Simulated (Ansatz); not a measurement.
Coupled-cluster run, C9H17FN2Ti, SMILES `C[N](C)[Ti]1234([F])([N](C)C)[C@H]5[C@@H]1[C@@H]2[C@@H]3[C@H]54`.

```yaml
crystal:
  periodic: [false, false, false]
  atoms:
    - {symbol: C, position_ang: [-1.882142, 1.394895, 0.760102]}
    - {symbol: N, position_ang: [-0.511464, 1.134709, 1.098282]}
    - {symbol: C, position_ang: [0.100815, 2.229446, 1.804665]}
    - {symbol: Ti, position_ang: [0.634177, -0.143489, 0.270668]}
    - {symbol: F, position_ang: [1.732709, -0.590393, 1.638919]}
    - {symbol: N, position_ang: [-0.584073, -1.560336, -0.021834]}
    - {symbol: C, position_ang: [-1.135987, -2.317730, -1.107807]}
    - {symbol: C, position_ang: [-1.050820, -2.064941, 1.256115]}
    - {symbol: C, position_ang: [2.283140, 1.164018, -0.791634]}
    - {symbol: C, position_ang: [1.048041, 1.473472, -1.399856]}
    - {symbol: C, position_ang: [0.595044, 0.319019, -2.063675]}
    - {symbol: C, position_ang: [1.563155, -0.698946, -1.882854]}
    - {symbol: C, position_ang: [2.604904, -0.174324, -1.103890]}
    - {symbol: H, position_ang: [-2.472212, 1.627918, 1.658699]}
    - {symbol: H, position_ang: [-2.327075, 0.525597, 0.273903]}
    - {symbol: H, position_ang: [-1.986288, 2.255327, 0.077781]}
    - {symbol: H, position_ang: [1.130613, 1.988585, 2.080741]}
    - {symbol: H, position_ang: [0.112970, 3.159065, 1.211169]}
    - {symbol: H, position_ang: [-0.442721, 2.445631, 2.735545]}
    - {symbol: H, position_ang: [-2.235655, -2.289068, -1.088398]}
    - {symbol: H, position_ang: [-0.811388, -1.930614, -2.071903]}
    - {symbol: H, position_ang: [-0.844008, -3.376831, -1.049363]}
    - {symbol: H, position_ang: [-2.144067, -1.980330, 1.337192]}
    - {symbol: H, position_ang: [-0.614441, -1.508407, 2.088411]}
    - {symbol: H, position_ang: [-0.782786, -3.122390, 1.385261]}
    - {symbol: H, position_ang: [2.866433, 1.824124, -0.166030]}
    - {symbol: H, position_ang: [0.527031, 2.416974, -1.337529]}
    - {symbol: H, position_ang: [-0.336750, 0.227839, -2.601560]}
    - {symbol: H, position_ang: [1.499211, -1.711371, -2.251412]}
    - {symbol: H, position_ang: [3.463615, -0.717448, -0.739709]}
basis:
  gaussian: {orbitals: def2-SVP}
correlation: {method: ccsd_t}
```

```sh
$ ansatz run in.yaml --threads 11 --pin off --events-out ev --progress --plain --max-ram 166912MiB --backend cuda --devices 0, --max-vram 75GiB
```

Output of Ansatz, abridged:

```
Functional definition: HF
2947 factors; integrals over basis functions are off by at most 1.4e-3 eV
mean field evaluation 1: about -38274.3692 eV, gradient 6.7e1 eV
mean field evaluation 2: about -38274.8020 eV, gradient 6.7e1 eV
mean field evaluation 4: about -38285.8652 eV, gradient 1.3e1 eV
mean field evaluation 8: about -38286.3874 eV, gradient 7.4e-1 eV
mean field evaluation 16: about -38286.3913 eV, gradient 1.6e-6 eV
mean field -38286.39129673 eV, -1406.9989287067 hartree, gradient 1.7e-6 eV, S^2 0.000000; 0 other end points of the search recorded, 0 dependent functions left out
17 core orbitals not correlated: weight in the atoms' cores, before any rotation towards them, 1.000 or more for the frozen orbitals, at most 0.000 for the correlated occupied ones
reference -38286.39129673 eV, -1406.9989287067 hartree; 41, 41 occupied and 226, 226 virtual orbitals, 2947 factors
second order -58.10038582 eV of doubles, -0.00000000 eV of singles
cycle   1  -57.58342504 eV  change    5.2e-1 eV  update   3.0e-1
cycle   2  -59.33245234 eV  change    -1.7e0 eV  update   2.2e-1
cycle   3  -60.05784157 eV  change   -7.3e-1 eV  update   6.8e-2
cycle   4  -60.15397193 eV  change   -9.6e-2 eV  update   2.7e-2
cycle   5  -60.13246732 eV  change    2.2e-2 eV  update   1.4e-2
cycle   6  -60.12409660 eV  change    8.4e-3 eV  update   7.0e-3
cycle   7  -60.12568938 eV  change   -1.6e-3 eV  update   3.7e-3
cycle   8  -60.12445100 eV  change    1.2e-3 eV  update   1.5e-3
cycle   9  -60.12451299 eV  change   -6.2e-5 eV  update   7.4e-4
cycle  10  -60.12584282 eV  change   -1.3e-3 eV  update   3.7e-4
cycle  11  -60.12539774 eV  change    4.5e-4 eV  update   2.2e-4
cycle  12  -60.12498827 eV  change    4.1e-4 eV  update   1.1e-4
cycle  13  -60.12513873 eV  change   -1.5e-4 eV  update   5.3e-5
cycle  14  -60.12506996 eV  change    6.9e-5 eV  update   2.6e-5
perturbative correction -2.68428240 eV, -0.0986455586 hartree
Total energy: -38349.20064909 eV, -1409.3071298321 hartree
```

It took 11 s on 11 threads of an AMD EPYC 7R13 on a shared host and a whole NVIDIA H100 80 GB, with 2.2 GiB of host memory at the peak.

Correlation energy per correlated electron: -0.766 eV. T1 diagnostic: 0.0193.
